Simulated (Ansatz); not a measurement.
Coupled-cluster diagnostics for SiH2MeI (CH5ISi), Ansatz.

Geometry of the singlet (r2SCAN-D4/def2-TZVP):

Cartesian coordinates in Å:
```
Si -0.7435 0.0424 0.3921
H -0.6770 0.1730 1.8674
H -1.7113 -1.0226 0.0356
C 0.9351 -0.2833 -0.3431
H 1.3393 -1.2186 0.0555
H 1.6293 0.5235 -0.1008
H 0.8738 -0.3692 -1.4296
I -1.6456 2.1549 -0.4772
```

In the def2 sets I takes a core potential; there is no spin–orbit coupling. Correlated methods freeze 10 core orbitals; core or outer-core shells of I are correlated, in sets that lack core-valence functions.

Task: Estimate the CCSD(T) correlation energy, the shares of MP2 and (T), T1 and the reference's ⟨S²⟩ for: charge 0, singlet, own geometry in def2-TZVPP; and the rough time on 4 threads of Intel Xeon on a shared host.

Result: 
| state | basis | correlation (eV) | MP2 share (%) | (T) share (%) | T1 | ⟨S²⟩ (pure) | wall time |
| --- | --- | --- | --- | --- | --- | --- | --- |
| charge 0, singlet, own geometry | def2-TZVPP | -22.538 | 97.0 | 2.7 | 0.008 | 0.00 (0.00) | 30 s |
Customary marks for T1 are 0.02 (closed shells), 0.045 (open shells) and about 0.05 (3d metals). T1 stays under 0.02 throughout.
